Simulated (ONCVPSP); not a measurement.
Hf (Z = 72): one change to an ONCV potential, before and after

Hf, optimised norm-conserving Vanderbilt (ONCV), made with ONCVPSP 4.0.1 (PBE, scalar-relativistic). Core [Kr] 4d10, reference 4f14 5s2 5p6 5d2 6s1.75 6p0.25. Waves: 5s+6s: rc 1.85 bohr, ncon 4, nbas 8, qcut 7.1 1/bohr, 2 projectors; 5p+6p: rc 2.50 bohr, ncon 3, nbas 7, qcut 5.7 1/bohr, 3 projectors, debl 1.7 Ha; 5d: rc 2.35 bohr, ncon 4, nbas 9, qcut 5.7 1/bohr, 2 projectors, debl 2.2 Ha; 4f: rc 0.65 bohr, ncon 4, nbas 8, qcut 23 1/bohr, 1 projector. Local part: polynomial inside 0.55 bohr (lpopt 5, dvloc0 0 Ha). Core correction: Teter function, fcfact 4, rcfact 1.15.

All-electron outer shells of the reference configuration (PBE, scalar-relativistic, ld1.x):

| shell | level (eV) | outermost node (bohr) | outermost maximum (bohr) |
| --- | --- | --- | --- |
| 4p | -379.46 | 0.25 | 0.46 |
| 4d | -207.05 | 0.23 | 0.47 |
| 5s | -67.40 | 0.55 | 1.01 |
| 5p | -35.95 | 0.60 | 1.16 |
| 4f | -17.21 | – | 0.45 |
| 6s | -5.35 | 1.37 | 2.89 |
| 5d | -3.00 | 0.67 | 1.69 |
| 6p | -1.58 | 1.66 | 4.00 |

Change: d: rc 2.9.

Cutoffs: the cutoffs (Ha) at which the residual kinetic energy of the hardest occupied pseudo-wave falls to 1 and 0.1 mHa per electron; they do not see the model core or the augmentation charge, which bear on the density cutoff. Errors are all-electron minus pseudo energies relative to the spin-unpolarised reference configuration.

Question: How do hardness, ghosts and transferability respond?

Answer: The potential gets neither clearly harder nor softer (253 Ha and 562 Ha → 253 Ha and 562 Ha); the bound ghosts move from p, s to d, p, s; of the 4 tests that both files solve, the error grows in 1 and shrinks in 0 by more than 15 % and 0.3 meV (median size 6.1 → 6.6 meV).

```tsv
quantity	base	changed
cutoff, loose	253 Ha	253 Ha
cutoff, tight	562 Ha	562 Ha
loose cutoff by channel	s 17 Ha, p 10 Ha, d 11 Ha, f 253 Ha	s 17 Ha, p 10 Ha, d 9.9 Ha, f 253 Ha
bound ghosts	s, p	s, p, d
GHOST(+) flags under 300 eV	s at 106.4 eV, d at 127.5 eV	s at 106.4 eV
error for 4f14 5s2 5p6 5d2 6s2 6p0, meV [ΔE -0.93 eV]	+0.3	+0.2
error for 4f14 5s2 5p6 5d2 6s1 6p0, meV [ΔE 7.04 eV]	-2.9	-2.7
error for 4f14 5s2 5p6 5d2 6s0 6p0, meV [ΔE 21.22 eV]	-9.4	-10
error for 4f14 5s1 5p6 5d2 6s2 6p0, meV [ΔE 72.15 eV]	-116	-139
s: phases at 1.88 bohr within 0.05 rad from the reference energy up to (Ha; the scan ends near 5)	3.5	3.5
p: phases at 2.53 bohr within 0.05 rad from the reference energy up to (Ha; the scan ends near 5)	4.5	4.5
f: phases at 0.66 bohr within 0.05 rad from the reference energy up to (Ha; the scan ends near 5)	to the end of the scan	to the end of the scan
rms error of d²Exc/dni dnj with the model core, mHa	2.34	2.34
```

 A true bound ghost makes a file unfit for plane-wave use even where its test errors are small: the radial tests pick states by their node count and pass the ghost by.
